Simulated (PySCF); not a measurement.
F3MoO (SMILES [O]=[Mo]([F])([F])[F]), doublet, geometry from GFN2-xTB (such geometries of metal compounds can be far from the true shape) (the multiplicity is a formal guess) (core potentials on Mo). Base run: DF-BLYP/def2-SV(P) in PySCF.

Here is a job for PySCF.
```python
from pyscf import gto, scf, dft

mol = gto.Mole()
mol.atom = '''
    Mo    0.05591480   -0.04018027   -0.05884262
    O     1.14230872    0.01364299   -1.26703992
    F     1.11882451   -0.26352438    1.31231399
    F    -1.39280279   -0.43982163   -0.95395950
    F    -1.00234300    0.87872684    1.04250212
'''
mol.basis = 'def2-sv(p)'
mol.ecp = {'Mo': 'def2-sv(p)'}
mol.spin = 1
mol.verbose = 4
mol.build()

mf = dft.UKS(mol)
mf.xc = 'blyp'
mf = mf.density_fit(auxbasis='def2-universal-jkfit')
mf.kernel()
```

The base run was repeated with changes; each row names its change, and settings that it needs were set with it.

```csv
change,basis functions,E (Eh),HOMO (eV),dipole (D),core-seconds (rough)
base,80,-442.70470,-5.98,0.48,10
basis = LANL2DZ,58,-442.32145,-6.40,0.57,10
basis = def2-SVP,87,-442.74625,-5.86,0.46,10
basis = def2-SVPD,126,-442.77184,-6.08,0.49,20
basis = def2-TZVP,?,?,-5.99,0.48,30
basis = def2-TZVPP,?,?,?,0.48,20
basis = def2-TZVPD,200,-443.23434,-5.99,0.48,40
```

Question: Fill in the missing entries.

Answer: 
- basis = def2-TZVP, basis functions: 164
- basis = def2-TZVP, E (Eh): -443.22977
- basis = def2-TZVPP, basis functions: 180
- basis = def2-TZVPP, E (Eh): -443.23918
- basis = def2-TZVPP, HOMO (eV): -5.95

Totals compare only among sets that treat the same electrons; sets with core potentials leave the core out.

Open shells are given as the SCF converged; they aren't shown to be the lowest states, and a large step between rows can be another state.
